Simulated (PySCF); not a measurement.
Compound: C5H8BNO2.
InChI=1S/C5H8BNO2/c1-7-4-5-2-3-8-6-9-5/h2-4H,6H2,1H3/b7-4-

All values: PBE0/def2-SVPD (PySCF, non-relativistic), on one gas-phase PBE0-D3(BJ)/def2-SVP geometry that isn't relaxed in the solvent. The solvent is an IEF-PCM continuum (Bondi radii, 1.10 Å for H, scaled by 1.2), and excitations are vertical TDDFT with non-equilibrium linear response and a frozen core. Only the electrostatic response of the medium enters.

Gas-phase singlets (H = HOMO, L = LUMO):

```
state  E (eV)  λ (nm)      f           leading configurations
   S1   2.905     427  0.000                        H-1→L 97%
   S2   3.163     392  0.034                          H→L 95%
   S3   4.750     261  0.295                        H-2→L 88%
   S4   4.823     257  0.012             H-4→L 46%, H-3→L 44%
   S5   5.519     225  0.088  H-3→L 49%, H-4→L 33%, H-5→L 10%
```

Question: How does the list change in acetone (ε = 20.49)?

Answer: 
| state | E (eV) | λ (nm) | f | leading configurations | change by rank (eV) |
| --- | --- | --- | --- | --- | --- |
| S1 | 3.011 | 412 | 0.000 | H-1→L 96% | +0.106 |
| S2 | 3.410 | 364 | 0.088 | H→L 94% | +0.247 |
| S3 | 4.820 | 257 | 0.335 | H-2→L 85% | +0.070 |
| S4 | 4.909 | 253 | 0.042 | H-3→L 49%, H-4→L 36%, H-2→L 9% | +0.086 |
| S5 | 5.638 | 220 | 0.035 | H-3→L 44%, H-4→L 44% | +0.119 |

Question: The ground-state energy changes by -0.307 eV from gas to acetone. By how much does the total energy of gas-phase S1 change?

Answer: E(S1) = E(S0) + excitation energy, so it changes by -0.307 + 0.106 = -0.201 eV: it is lowered less than the ground state, which is what a blue shift means. This is the vertical state, with the slow part of the continuum still set for S0.

Question: How do the frontier levels move from gas to acetone?

Answer: 
```tsv
orbital	gas (eV)	solvent (eV)	change (eV)
LUMO+2	0.35	0.59	+0.24
LUMO+1	-0.49	-0.26	+0.23
LUMO	-3.16	-2.98	+0.18
HOMO	-7.36	-7.36	0.00
HOMO-1	-7.57	-7.49	+0.08
HOMO-2	-8.63	-8.65	-0.02
HOMO-3	-9.52	-9.46	+0.06
```

The HOMO–LUMO gap goes from 4.20 to 4.37 eV. Rows go by rank; for HOMO-2 and LUMO+2 the atom shares or the degeneracy differ between the runs, so the row needn't follow one orbital.

The values belong to the conformer `[CH3:1]/[N:2]=[CH:3]\[C:4]1=[O+:5][BH2-:6][O:7][CH:8]=[CH:9]1`: N2–C3–C4–O5 -2°.
